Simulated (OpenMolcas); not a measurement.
W4+ (d2) in a complex was computed by SS-CASPT2, IPEA 0.25 Eh, imaginary shift 0.1 Eh with the d shell active (OpenMolcas, ANO-RCC-VDZP on the metal). Its lowest spin-free states, and all those of the highest spin:

| 2S+1 | Degeneracy | E (cm-1) |
| --- | --- | --- |
| 3 | 1 | 0 |
| 1 | 2 | 8410 |
| 3 | 3 | 15010 |
| 1 | 1 | 16140 |
| 3 | 3 | 19880 |
| 1 | 3 | 22790 |
| 1 | 3 | 24520 |
| 3 | 3 | 32350 |
| 1 | 2 | 36210 |
| 1 | 3 | 39140 |
| 1 | 1 | 48640 |

Is the site octahedral, tetrahedral or cube-like, axial, or of lower symmetry?

The states with 2S+1 = 3 have orbital degeneracies 1, 3, 3, 3. Threefold states need a cubic site. For d2 at this spin an octahedron puts the threefold T1 below the threefold T2 and a tetrahedron or cube puts the single A2 below the threefold T2, so the site is a tetrahedron or a cube, which this pattern cannot tell apart. The first gap at this spin, 15000 cm-1, is |10Dq| in ligand-field theory. The run had W4+ with 4 ligands (fluoride) in tetrahedral coordination (Td) at 1.84 Å. Ligand basis ANO-RCC-VDZP.

Roots that are degenerate in the reference are averaged as groups; the widest CASPT2 spread within a group is 190 cm-1 (the 3-fold group of multiplicity 1 near 24500 cm-1 above the lowest state of its run). Shifts and gaps below about the spread of the groups concerned are not significant. The least metal-like active orbital is 71 % on the metal (Löwdin) and no ligand orbital is active, so the numbers are rough. Ligand-to-metal charge-transfer states are missing. These CASPT2 states fit no ligand-field parameters well, so their order and spin gaps are uncertain. With no ligand orbital active B as a rule stays too high, so bands that hang on it stand too high and its fall with covalency is understated. With one d shell and no ligand orbital active, 10Dq can be off by a tenth or more. No measured value stands beside these numbers; the geometry is a model, was not optimised and need not be the one that this ion takes.
